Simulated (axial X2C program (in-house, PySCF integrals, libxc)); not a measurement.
# What spin–orbit coupling does to CaB

Calculated with an axial X2C code built on PySCF integrals. Spin-free means the one-electron spin-free X2C Hamiltonian; two-component (2c) means X2C with spin–orbit coupling and atomic mean-field two-electron Coulomb and Gaunt terms, so the difference of the two also holds small scalar two-electron terms. Basis: Ca dyall-cv3z [11s12p6d4f], B dyall-v3z [7s6p2d1f] (cores contracted in-house); Gaussian nuclei, density fitting, unrestricted open shells. Masses: Ca 39.963 u, B 11.009 u.

Spin-free state: M_S = 3/2, Λ = 0 (beyond evenly filled blocks: σα, π+α, π-α); fragments Ca + B.

| level | Re (Å) | ωe (cm⁻¹) | μ (D) |
| --- | --- | --- | --- |
| PBE0 | 2.308 | 489.8 | -4.94 |
| HF | 2.436 | 439.1 | -3.27 |
| MP2 | 2.344 | 467.7 | n/a |

Correlated methods: 13 electrons correlated (number of frozen shells: Ca 2 s, 1 p; B 1 s), 229 virtual spin orbitals or spinors in MP2.

Dipoles are positive if B is the positive end.

Two-component determinant lowest at the distance of the search:

Ω = 3/2 (⟨Sz⟩ = 1.50, ⟨Lz⟩ = 0.00 at HF); fragments Ca + B.

```tsv
level	Re (Å)	ωe (cm⁻¹)	μ (D)
PBE0	2.308	489.8	-4.94
HF	2.436	439.0	-3.27
MP2	2.343	467.8	n/a
```

From the two tables, how do the constants change at the MP2 level (2c against spin-free)?

At the MP2 level Re is unchanged within 0.001 Å and ωe stays the same within 0.2 cm⁻¹.

The state is one determinant whose occupation by symmetry is held fixed; it was picked as the lowest of a PBE0 search that is not exhaustive. De is not given where an atomic determinant may have missed its ground term or J level, or where the truncated virtual space spoils (T). Density functionals use the spin component along the axis (collinear). Other states lie close and PBE0, whose exact exchange favours high spin, may order them wrongly; the determinant shown need not be the ground state. The nearest other spin-free determinant of the search, M_S = 1/2, Λ = 0, lies 0.25 eV up at the distance of the search. Without a current term, density functionals place determinants with orbital angular momentum somewhat too high. The spin of this state cannot come from the lowest atoms; the curve heads to a higher limit, and no De is given. With several unpaired electrons one determinant need not be a pure state. Some points did not converge and are left out. This is the top spin component of a Σ state; components of lower Ω are not single determinants and can lie lower. The determinant is spin-polarised beyond a pure state at some levels (its spin-free form has ⟨S²⟩ too high), which makes Re and μ there less reliable.
